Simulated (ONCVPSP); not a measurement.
**Ranking ONCV potentials for K**

All share these settings but for the change named:

| Property | Result |
| --- | --- |
| Element | potassium (K) |
| Generator | ONCVPSP 4.0.1 |
| Type | optimised norm-conserving Vanderbilt (ONCV) |
| Functional | Wu-Cohen |
| Relativity | scalar-relativistic |
| Frozen core | [Ne] |
| Valence charge | 9 |
| Reference configuration | 3s2 3p6 4s1 |
| Partial waves | 3s+4s: rc 1.90 bohr, ncon 4, nbas 7, qcut 4.9 1/bohr, 2 projectors; 3p: rc 1.30 bohr, ncon 3, nbas 7, qcut 5.3 1/bohr, 1 projector; d scattering state at 0.08 Ha: rc 2.00 bohr, ncon 3, nbas 7, qcut 5.3 1/bohr, 2 projectors, debl 3.8 Ha |
| Local potential | polynomial inside 1.10 bohr (lpopt 5, dvloc0 0 Ha) |
| Core correction | polynomial model core, fcfact 0.5 |

Test errors are all-electron minus pseudo excitation energies from the reference, over 3s2 3p6 4s0; 3s2 3p6 4s0.5; 3s2 3p6 4s0 4p1; 3s2 3p5 4s1. None of these files shows a bound ghost.

The base gives 17.3 meV.

Of 8 variants that were run, those that failed, showed a ghost or another fault, or gave nearly equal values are left out.

A variant can come out equal or close to the base, since the largest error may sit in a test that the change hardly touches while other tests move.

**Question.** Rank these variants by their largest absolute test error, smallest first.
A. all radii but the core radius scaled by about 1.10 (s 2.08, p 1.42, d 2.20 bohr); local potential polynomial inside 1.20 bohr (lpopt 5, dvloc0 0 Ha)
B. all radii but the core radius scaled by about 0.85 (s 1.62, p 1.12, d 1.70 bohr); local potential polynomial inside 0.94 bohr (lpopt 5, dvloc0 0 Ha)
C. all radii but the core radius scaled by about 1.33 (s 2.52, p 1.72, d 2.66 bohr); local potential polynomial inside 1.46 bohr (lpopt 5, dvloc0 0 Ha)
D. all radii but the core radius scaled by about 0.78 (s 1.48, p 1.02, d 1.56 bohr); local potential polynomial inside 0.86 bohr (lpopt 5, dvloc0 0 Ha)

**Answer.** D (11.5 meV), B (14.3 meV), A (18.3 meV), C (20.7 meV).
